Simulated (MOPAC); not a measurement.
MOPAC input (AM1):

```
AM1 FORCE THERMO(298,298) PRECISE LET UHF MS=0.5 GEO-OK AUX(PRECISION=9) THREADS=1
HCl2SSi

S     1.54332061 1   -0.35998938 1    1.41411075 1
Si    0.01839752 1   -0.29758898 1   -0.25144169 1
Cl   -1.84399626 1   -0.62284329 1    0.39912713 1
Cl    0.21550944 1    1.20057896 1   -1.57535524 1
H     2.60854186 1   -0.07694525 1    0.67234588 1
```

From the output:

```
     H    5   2.372716   0.187581   0.055242   0.021492   2.382570

          HEAT OF FORMATION =     -77.179948 KCALS/MOLE

          ZERO POINT ENERGY       6.583 KCAL/MOL

           NORMAL COORDINATE ANALYSIS (Total motion = 1 Angstrom)

   Root No.       1         2         3         4         5         6         7         8

                 1 A       2 A       3 A       4 A       5 A       6 A       7 A       8 A

                 105.9     125.2     140.3     163.2     359.6     490.5     508.8     683.8

           1    0.0087    0.0685   -0.0557   -0.0468    0.2190   -0.1654   -0.0515   -0.0290
           2   -0.0968    0.0652    0.0217   -0.0133    0.0041   -0.0063    0.0100    0.0248
           3    0.0250   -0.0117   -0.0533   -0.1088    0.0015   -0.0010   -0.0002   -0.0023
           4    0.0125    0.0665   -0.0529   -0.0609   -0.0667    0.3127    0.0789    0.0049
           5    0.0642   -0.0389   -0.0244    0.1065    0.0414   -0.0432    0.3084   -0.0346
           6   -0.0299   -0.0161   -0.0103    0.3079    0.1350    0.1201   -0.0908    0.0036
           7    0.0671   -0.1019    0.0244    0.0238   -0.0666   -0.0240   -0.0767   -0.0025
           8    0.0408    0.0322   -0.0553    0.0628   -0.1649   -0.0564   -0.1778    0.0044
           9   -0.0001   -0.0154    0.0447   -0.1138    0.0065   -0.0008    0.0000    0.0010
          10   -0.0882   -0.0109    0.0714    0.0657   -0.0854   -0.0661    0.0522   -0.0010
          11   -0.0016   -0.0633    0.0534   -0.1348    0.1285    0.0955   -0.0745    0.0034
          12   -0.0171    0.0206   -0.0078   -0.0391   -0.1170   -0.0940    0.0725   -0.0030
          13    0.1174   -0.0623   -0.1193    0.0409    0.2410   -0.2842    0.3040    0.9107
          14   -0.0920    0.1037    0.0539   -0.0128   -0.0032    0.0262   -0.0347   -0.0965
          15    0.6422    0.6391    0.6836    0.2589    0.0775    0.0201   -0.0169    0.0446

   Root No.       9

                 9 A

                2028.0

           1   -0.0031
           2   -0.0302
           3    0.0010
           4   -0.0011
           5    0.0001
           6   -0.0002
           7    0.0001
           8    0.0000
           9   -0.0000
          10   -0.0000
          11   -0.0001
          12    0.0001
          13    0.1265
          14    0.9595
          15   -0.0307

           MASS-WEIGHTED COORDINATE ANALYSIS (NORMAL COORDINATES)

   Root No.       1         2         3         4         5         6         7         8

                 1 A       2 A       3 A       4 A       5 A       6 A       7 A       8 A

                 105.9     125.2     140.3     163.2     359.6     490.5     508.8     683.8

           1    0.0415    0.3201   -0.2793   -0.1176    0.5696   -0.4152   -0.1296   -0.1702
           2   -0.4613    0.3050    0.1087   -0.0333    0.0105   -0.0158    0.0252    0.1453
           3    0.1190   -0.0547   -0.2671   -0.2733    0.0038   -0.0025   -0.0004   -0.0137
           4    0.0557    0.2911   -0.2483   -0.1433   -0.1624    0.7346    0.1857    0.0267
           5    0.2865   -0.1703   -0.1145    0.2503    0.1007   -0.1014    0.7258   -0.1902
           6   -0.1335   -0.0706   -0.0485    0.7240    0.3286    0.2821   -0.2138    0.0197
           7    0.3365   -0.5011    0.1283    0.0628   -0.1822   -0.0633   -0.2029   -0.0157
           8    0.2046    0.1584   -0.2912    0.1659   -0.4508   -0.1488   -0.4702    0.0272
           9   -0.0004   -0.0759    0.2357   -0.3005    0.0179   -0.0022    0.0001    0.0063
          10   -0.4422   -0.0537    0.3762    0.1735   -0.2337   -0.1744    0.1380   -0.0060
          11   -0.0079   -0.3113    0.2816   -0.3560    0.3514    0.2520   -0.1971    0.0208
          12   -0.0855    0.1014   -0.0409   -0.1034   -0.3200   -0.2481    0.1918   -0.0186
          13    0.0992   -0.0517   -0.1060    0.0182    0.1111   -0.1265    0.1356    0.9478
          14   -0.0777    0.0860    0.0479   -0.0057   -0.0015    0.0117   -0.0155   -0.1005
          15    0.5426    0.5298    0.6073    0.1153    0.0357    0.0089   -0.0075    0.0464

   Root No.       9

                 9 A

                2028.0

           1   -0.0179
           2   -0.1731
           3    0.0058
           4   -0.0059
           5    0.0006
           6   -0.0009
           7    0.0007
           8    0.0001
           9   -0.0001
          10   -0.0001
          11   -0.0005
          12    0.0006
          13    0.1287
          14    0.9758
          15   -0.0313

          DESCRIPTION OF VIBRATIONS

 VIBRATION          1    1A          ATOM PAIR     ENERGY CONTRIBUTION    RADIAL
 FREQUENCY           105.86         S 1 -- Si2         +62.9% (211.8%)      0.0%
 TRANSITION DIPOLE   0.5334         Si2 -- Cl4         +16.9% (109.9%)      0.0%
 TRAVEL (Ang.)       0.3812         Si2 -- Cl3         +12.4% ( 94.1%)      1.0%
 REDUCED MASS        4.3836         S 1 -- H 5          +7.8% ( 74.6%)     42.5%
 EFFECTIVE MASS     90.8414
 FORCE CONSTANT      0.0289

 VIBRATION          2    2A          ATOM PAIR     ENERGY CONTRIBUTION    RADIAL
 FREQUENCY           125.22         S 1 -- Si2         +33.8% (120.7%)      0.4%
 TRANSITION DIPOLE   0.5836         Si2 -- Cl3         +25.8% (105.4%)      0.0%
 TRAVEL (Ang.)       0.3284         S 1 -- H 5         +23.6% (100.8%)     15.0%
 REDUCED MASS        4.9924         Si2 -- Cl4         +16.8% ( 84.9%)      1.3%
 EFFECTIVE MASS     45.7329
 FORCE CONSTANT      0.0461

 VIBRATION          3    3A          ATOM PAIR     ENERGY CONTRIBUTION    RADIAL
 FREQUENCY           140.25         S 1 -- H 5         +31.1% ( 89.7%)      0.5%
 TRANSITION DIPOLE   0.7040         Si2 -- Cl4         +28.2% ( 85.4%)      0.1%
 TRAVEL (Ang.)       0.3569         S 1 -- Si2         +21.7% ( 75.0%)      1.0%
 REDUCED MASS        3.7748         Si2 -- Cl3         +18.9% ( 69.8%)      0.1%
 EFFECTIVE MASS     23.4236
 FORCE CONSTANT      0.0437

 VIBRATION          4    4A          ATOM PAIR     ENERGY CONTRIBUTION    RADIAL
 FREQUENCY           163.18         S 1 -- Si2         +33.4% ( 94.4%)      0.1%
 TRANSITION DIPOLE   2.3557         Si2 -- Cl3         +32.1% ( 92.7%)      0.0%
 TRAVEL (Ang.)       0.1845         Si2 -- Cl4         +30.5% ( 90.3%)      0.0%
 REDUCED MASS       12.1391         S 1 -- H 5          +4.0% ( 32.7%)      0.6%
 EFFECTIVE MASS     30.5274
 FORCE CONSTANT      0.1904

 VIBRATION          5    5A          ATOM PAIR     ENERGY CONTRIBUTION    RADIAL
 FREQUENCY           359.58         S 1 -- Si2         +34.8% ( 66.6%)     82.5%
 TRANSITION DIPOLE   1.1020         Si2 -- Cl4         +25.1% ( 56.6%)     73.1%
 TRAVEL (Ang.)       0.1465         Si2 -- Cl3         +20.6% ( 51.3%)     66.6%
 REDUCED MASS        8.7414         S 1 -- H 5         +19.4% ( 49.8%)      2.3%
 EFFECTIVE MASS     33.4903
 FORCE CONSTANT      0.6659

 VIBRATION          6    6A          ATOM PAIR     ENERGY CONTRIBUTION    RADIAL
 FREQUENCY           490.55         S 1 -- Si2         +37.6% ( 84.5%)     93.7%
 TRANSITION DIPOLE   3.5550         Si2 -- Cl4         +34.6% ( 81.1%)     74.6%
 TRAVEL (Ang.)       0.1030         Si2 -- Cl3         +23.6% ( 66.9%)     17.1%
 REDUCED MASS       12.9678         S 1 -- H 5          +4.2% ( 28.2%)      4.6%
 EFFECTIVE MASS     29.8997
 FORCE CONSTANT      1.8386

 VIBRATION          7    7A          ATOM PAIR     ENERGY CONTRIBUTION    RADIAL
 FREQUENCY           508.79         Si2 -- Cl3         +44.4% ( 90.9%)     96.6%
```
